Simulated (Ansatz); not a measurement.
Start from `O[SiH]([SiH3])[SeH]` and change one atom or group to get `C[SiH](O)[SiH3]`.

Ansatz, PBE0-D4/def2-TZVP geometries, multiplicity 1. Each molecule was computed in one conformer, which needn't be the lowest.

Scalar relativity is left out up to krypton.

| property | `O[SiH]([SiH3])[SeH]` |
| --- | --- |
| HOMO energy (PBE/def2-TZVPP) / eV | -6.11 |
| HOMO–LUMO gap (ωB97M-V/def2-TZVPP) / eV | 10.68 |
| size of the dipole moment (B3LYP/def2-TZVPP) / D | 1.42 |
| LUMO energy (PBE0/def2-TZVPP) / eV | -0.40 |
| HOMO energy (PBE0/def2-TZVPP) / eV | -7.25 |
| HOMO–LUMO gap (B3LYP/def2-TZVPP) / eV | 6.40 |

Problem. Give the same properties after the change, and the shifts. (Best estimate.)

Solution. The calculation gave: 
```
                                        property  `C[SiH](O)[SiH3]`  shift
               HOMO energy (PBE/def2-TZVPP) / eV              -6.67  -0.56
         HOMO–LUMO gap (ωB97M-V/def2-TZVPP) / eV              11.50   0.82
size of the dipole moment (B3LYP/def2-TZVPP) / D               1.87   0.45
              LUMO energy (PBE0/def2-TZVPP) / eV              -0.04   0.36
              HOMO energy (PBE0/def2-TZVPP) / eV              -7.84  -0.59
           HOMO–LUMO gap (B3LYP/def2-TZVPP) / eV               7.38   0.98
```

With PBE0 the HOMO falls by 0.59 eV and the LUMO rises by 0.36 eV, so the gap widens by about 0.95 eV. PBE moves the HOMO by -0.56 eV and ωB97M-V by -0.51 eV. Dipoles are sizes alone; their direction can turn.

B3LYP here is the variant with VWN-RPA as its local correlation; programs differ in this.

Spin–orbit coupling is left out; it splits and shifts lone-pair levels of the heavy atoms by tenths of an eV.
